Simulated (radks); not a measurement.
The numbers below are computed, except where a source is named.
Species: Rb18+. Configuration: [Ar] 3d1 (the NIST ground configuration). Level of theory: non-relativistic Kohn-Sham, LDA (Slater exchange, Perdew-Wang correlation), spin-unpolarised, spherical densities, point nucleus; relativity is left out, which matters for an element this heavy (a radial shooting solver on a logarithmic mesh with Libxc functionals).

Normalised radial functions P(r) = r R(r), r in bohr:

r	1s	2p	3s
0.002131	0.8732	0.0060	0.1266
0.002958	1.1757	0.0114	0.1703
0.00414	1.5748	0.0219	0.2278
0.005793	2.0732	0.0417	0.2989
0.008106	2.6636	0.0782	0.3815
0.01125	3.2925	0.1423	0.4653
0.01575	3.9047	0.2567	0.5361
0.02204	4.3371	0.4487	0.5577
0.03083	4.3972	0.7505	0.4795
0.04315	3.9269	1.1820	0.2467
0.0599	2.9682	1.7010	-0.1476
0.08382	1.7526	2.2122	-0.6356
0.1173	0.7394	2.4740	-0.9509
0.1641	0.1958	2.2563	-0.7325
0.2278	0.0288	1.5813	0.1326
0.3188	0.0017	0.7604	1.2309
0.4461	0.0000	0.2205	1.6716
0.6243	0.0000	0.0320	1.1583
0.8667	0.0000	0.0019	0.4226
1.213	0.0000	0.0000	0.0655

1s: eigenvalue -15387.1 eV, 0 radial nodes, <r> = 0.0413 bohr, 90 % of the charge inside 0.0736 bohr. 2p: eigenvalue -2430.9 eV, 0 radial nodes, <r> = 0.156 bohr, 90 % of the charge inside 0.253 bohr. 3s: eigenvalue -842.19 eV, 2 radial nodes at r = 0.0537, 0.219 bohr, <r> = 0.470 bohr, 90 % of the charge inside 0.684 bohr.
